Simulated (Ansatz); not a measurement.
**Worked example: C3H9AlO → C3H7 + AlH2O**

Species: C3H9AlO `CC(C)[O][AlH2]`, singlet; C3H7 (methylethyl) `C[CH]C`, doublet; AlH2O `[O][AlH2]`, doublet. 

Shapes, held fixed at every level: PBE0-D4/def2-TZVP. Flexible molecules stand in one conformer, not always the lowest. Programs: Ansatz 0.2.0. The zero-point and thermal change to 298 K, harmonic and unscaled (PBE0-D4/def2-TZVP), is -18.8 kJ/mol.

At CCSD(T)/CBS estimate; 1 Eh = 2625.50 kJ/mol:

| species | energy (Eh) |
| --- | --- |
| C3H9AlO | -436.801043 |
| C3H7 | -118.310197 |
| AlH2O | -318.327188 |

**Question.** Work out ΔH(298 K) of the reaction at this level.

**Answer.** 
1. Products less reactants: (-118.310197) + (-318.327188) − [(-436.801043)] = 0.163658 Eh = +429.7 kJ/mol.
2. With the thermal change: +429.7 + (-18.8) = +410.9 kJ/mol.

Other levels give +238.5 (HF/def2-TZVPP) to +470.9 kJ/mol (SPW92/def2-TZVPP). No measured value is set beside it here. Open shells run unrestricted. The CBS estimate extrapolates MP2 from def2-TZVPP and def2-QZVPP and adds CCSD(T) − MP2 in the triple-zeta set, cores frozen. The median of the other levels is +385.5 kJ/mol.
